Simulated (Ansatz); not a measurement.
```yaml
crystal:
  periodic: [false, false, false]
  atoms:
    - {symbol: F, position_ang: [0.556712, 0.757425, 1.477357]}
    - {symbol: Al, position_ang: [-0.061828, -0.299153, 0.368988]}
    - {symbol: Cl, position_ang: [1.311053, -1.555348, -0.607374]}
    - {symbol: Zn, position_ang: [-0.165410, 1.678225, -1.684468]}
    - {symbol: H, position_ang: [-1.590726, -0.654849, 0.404096]}
basis:
  gaussian: {orbitals: x2c-TZVPPall}
hamiltonian: {xc: {name: wPBEh}, pseudopotentials: {relativity: none}}
accuracy: high
```

```sh
$ ansatz run in.yaml --threads 2 --pin off --events-out ev --progress --plain --max-ram 4352MiB
```

Output, abridged:

```
Functional definition: wPBEh
3032 factors; integrals over basis functions are off by at most 1.9e-8 eV
110 factors; integrals over basis functions are off by at most 1.1e-9 eV
mean field evaluation 1: about -70072.2550 eV, gradient 4.9e1 eV
mean field evaluation 2: about -70062.3832 eV, gradient 1.0e2 eV
mean field evaluation 4: about -70075.9497 eV, gradient 6.1e0 eV
mean field evaluation 8: about -70076.0847 eV, gradient 7.5e-1 eV
mean field evaluation 16: about -70076.0855 eV, gradient 1.9e-4 eV
mean field -70076.08552667 eV, -2575.2486438283 hartree, gradient 4.8e-8 eV, S^2 0.000000; 0 other end points of the search recorded, 0 dependent functions left out
reference -70076.08553038 eV, -2575.2486439647 hartree; 35, 35 occupied and 158, 158 virtual orbitals, 3032 factors
WARN: the results are in doubt because the basis set is contracted for relativity, which is off
Total energy: -70076.08553038 eV, -2575.2486439647 hartree
In doubt: the basis set is contracted for relativity, which is off
```

It took 12 s on 2 threads of an Arm Neoverse V2 on a shared host, with 0.96 GiB of host memory at the peak.
